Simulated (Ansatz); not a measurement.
C2H8BGeN. Charge 0, multiplicity 1. The bonds changed during the relaxation, so this is another structure than the one it started from. All single points use the PBE0-D4/def2-TZVP geometry. It is one conformer, not always the lowest.

```xyz
13

C     0.465   -0.268    1.579
C     0.093    0.005    0.165
N    -1.083   -0.688   -0.426
B    -0.914    0.866   -0.663
Ge    0.904    0.659   -1.519
H     1.159    0.501    1.924
H     0.958   -1.237    1.709
H    -0.408   -0.234    2.245
H    -0.951   -1.418   -1.119
H    -1.803   -0.935    0.243
H    -1.806    1.629   -0.471
H     1.325   -0.489   -2.465
H     2.061    1.609   -1.201
```

**Question.** What is the dipole moment at ωB97M-V/def2-TZVPP? (Estimate.)

**Answer.** Ansatz gave: 3.13 D, with components (-1.22, -2.65, 1.14) D in this frame, pointing from negative to positive charge.

**Question.** And with PBE, r2SCAN, B3LYP? (An estimate is asked.)

**Answer.** The calculation gave: PBE 3.19 D, r2SCAN 3.24 D, B3LYP 3.11 D.

**Question.** Give the Mulliken charges with ωB97M-V, PBE, B3LYP in def2-TZVPP. (Estimate.)

**Answer.** Ansatz gave: 
```csv
atom,ωB97M-V,PBE,B3LYP
C1,-0.32,-0.25,-0.25
C2,-0.12,-0.09,-0.10
N3,-0.09,-0.08,-0.13
B4,-0.06,-0.07,0.01
Ge5,-0.07,-0.02,-0.05
H6,0.10,0.09,0.09
H7,0.11,0.08,0.08
H8,0.08,0.06,0.06
H9,0.14,0.17,0.16
H10,0.13,0.16,0.15
H11,0.09,0.02,0.03
H12,-0.01,-0.05,-0.04
H13,0.02,-0.02,-0.01
```

B3LYP here is the variant with VWN-RPA as its local correlation; programs differ in this.
